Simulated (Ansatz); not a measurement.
BrGaHS, SMILES `[SH][Ga][Br]` radical, relaxed with UKS PBE-D4/def2-SVP in Ansatz 0.2.0 from a rough embedded geometry. The force threshold is 0.03 eV/Å; the program also tests the step.

Total charge 0; spin multiplicity 2.

Start:

```xyz
4

S    -0.299   -0.471    0.839
Ga    0.570   -0.769   -0.471
Br    0.417    0.448   -1.820
H    -0.688    0.792    1.452
```

```csv
step,energy (eV),largest force (eV/Å),largest move (Å)
1,-133225.6138,32.210,0.000
2,-133233.6941,10.100,0.194
3,-133235.6467,3.530,0.192
4,-133236.1078,1.151,0.199
5,-133236.1820,0.311,0.112
6,-133236.1860,0.207,0.029
7,-133236.1892,0.059,0.016
8,-133236.1895,0.002,0.009
```

End:

```xyz
4

S    -0.365   -0.549    1.510
Ga    0.561   -0.957   -0.523
Br    0.497    0.791   -2.097
H    -0.692    0.715    1.111
```

Run time 11 s (4 threads of an Arm Neoverse V1 on a shared host); peak host memory 0.17 GiB.
